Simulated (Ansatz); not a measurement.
`[NH2][Sn][N]([SiH3])[SiH3]` + H₂O → `[NH2][Sn][OH]` + `[SiH3]N[SiH3]`  (formal hydrolysis of the Sn–N bond)

Computed with Ansatz on PBE0-D4/def2-TZVP structures; ΔE is electronic, products minus reactants. CBS: MP2 limit from def2 TZ/QZ plus the TZ coupled-cluster correction, frozen cores. This one scheme is used for every species. Functionals use def2-TZVPP. def2 core potentials past Kr. For Sn outer-core shells are correlated without core-valence functions, which leaves a few kJ/mol of doubt a bond. One conformer a species, not always the lowest.

Question: Is it downhill or uphill in electronic energy at CCSD(T)/CBS, and by how much? (Estimate.)

Answer: The calculation gave: Nearly level: ΔE = +0.1 kcal/mol.

Question: What do these levels give: LDA (SPW92), PBE-D4, BLYP-D4, B97M-V, BHLYP-D4, ωB97M-V? (Estimate.)

Answer: Ansatz gave: LDA (SPW92) -1.4, PBE-D4 -1.4, BLYP-D4 -2.2, B97M-V -3.2, BHLYP-D4 -1.1, ωB97M-V -2.6 kcal/mol.

Largest T1 diagnostic among the species: 0.017.

The D4 term adds +4.8 kcal/mol with B3LYP and +2.6 kcal/mol with PBE0; it sums over pairs of atoms, weighted by their polarisabilities, and B3LYP, whose exchange is more repulsive, gets the larger term. In def2-TZVPP, CCSD(T) changes the Hartree–Fock value by +7.2 kcal/mol (the triples alone add +1.2 kcal/mol) and MP2 by +8.1 kcal/mol. From BLYP to BHLYP (50 % exact exchange), in def2-TZVPP and without D4, ΔE moves by +1.7 kcal/mol.

B3LYP here is the variant with VWN-RPA as its local correlation; programs differ in this.
